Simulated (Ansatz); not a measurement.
Consider the ligand exchange at the Si–Se bond: `NB[Se][SiH3]` + `O[SiH](F)[SeH]` → `F[SiH]([SeH])O[SiH3]` + `NB[SeH]`.

Computed with Ansatz on PBE0-D4/def2-TZVP structures; ΔE is electronic, products minus reactants. CCSD(T)/CBS is the MP2 limit (def2-TZVPP, def2-QZVPP) plus CCSD(T) − MP2 in def2-TZVPP, frozen cores. Functionals use def2-TZVPP. For Se outer-core shells are correlated without core-valence functions, which leaves a few kJ/mol of doubt a bond. Scalar relativity is left out up to krypton. Each species was taken in one conformer, which may not be the lowest.

```
             level  ΔE (kcal/mol)
           ωB97X-V          -10.2
            B2PLYP          -10.9
CCSD(T)/def2-TZVPP          -10.5
SCS-MP2/def2-QZVPP          -11.4
```

(1) What does CCSD(T)/CBS give? (Best estimate.)

Largest T1 diagnostic among the species: 0.011.

## Answers

(1) Ansatz gave: -9.8 kcal/mol. The listed levels differ from it by -0.4, -1.1, -0.7, -1.6 kcal/mol.

In def2-TZVPP, CCSD(T) changes the Hartree–Fock value by +4.8 kcal/mol (the triples alone add +1.0 kcal/mol) and MP2 by +5.5 kcal/mol. From PBE to PBE0 (25 % exact exchange), in def2-TZVPP and without D4, ΔE moves by −1.2 kcal/mol.
